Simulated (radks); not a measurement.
A nucleus of charge 5.4 with 4 electrons, configuration [He] 2s2.

Method: scalar-relativistic Kohn-Sham, PBE, spin-polarised, spherical densities, point nucleus; computed with a radial shooting solver on a logarithmic mesh with Libxc functionals.

Energy parts (eV):
total: -785.618
kinetic: 783.931
electron-nucleus: -1752.380
Hartree: 288.187
exchange-correlation: -105.356

Orbitals (lengths in bohr, moments of r in powers of bohr; <r^-3> diverges for s and p1/2; r(90%) holds 90 % of the orbital's charge):
\begin{tabular}{lrrrrrr}
orbital & occ. & eigenvalue (eV) & <r^-3> & <r^2> & r(90%) & <1/r> \\ \hline
1s & 2 & -236.3036 & - & 0.1243 & 0.544 & 5.055 \\
2s & 2 & -27.0295 & - & 2.964 & 2.47 & 0.9077 \\
\end{tabular}

The highest occupied level is 2s at -27.030 eV. Summed over all electrons, <r^2> = 6.177 bohr^2, which gives a Langevin (diamagnetic) susceptibility term of -4.89 x 10^-6 cm^3/mol.
